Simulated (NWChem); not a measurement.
System: SnCl$_{2}$, singlet; SMILES [Cl][Sn][Cl]

Program: NWChem. Medium grid unless said otherwise, to which SCAN and Minnesota functionals are sensitive. Low-valent species are run as closed-shell singlets; no triplet was tried in these runs. All runs use the structure optimised with PBE-D3(BJ)/def2-SVP. def2 effective core potentials on Sn; no spin-orbit coupling. Hybrids' shares of exact exchange are those that their runs print; pure functionals count as 0. The functionals differ in more than this share.

```
row                                    share of exact exchange  orbital gap (eV)
-------------------------------------  -----------------------  ----------------
PBE/def2-TZVP                                             0.00              3.12
LDA (Slater exchange, PW92)/def2-TZVP                     0.00              3.06
B3LYP/def2-TZVP                                           0.20              4.44
PW6B95/def2-TZVP                                          0.28              4.97
M06-2X/def2-TZVP                                          0.54          withheld
```

Question: Fit a straight line of the last column on the one before it, predict the withheld value, and compare with the run.

Answer: 
1. Means of the 4 shown rows: x = 0.120, y = 3.897. Slope Σ(x − x̄)(y − ȳ)/Σ(x − x̄)² = 0.4088/0.06080 = 6.724; intercept 3.091.
2. The shown rows scatter about the line by 0.021 (root mean square); the largest residual is -0.03, at LDA (Slater exchange, PW92)/def2-TZVP.
3. At x = 0.54 (M06-2X/def2-TZVP; beyond the shown range) the line gives 6.72.
4. The run gives 6.67, -0.05 from the line, 2.3 times the scatter.
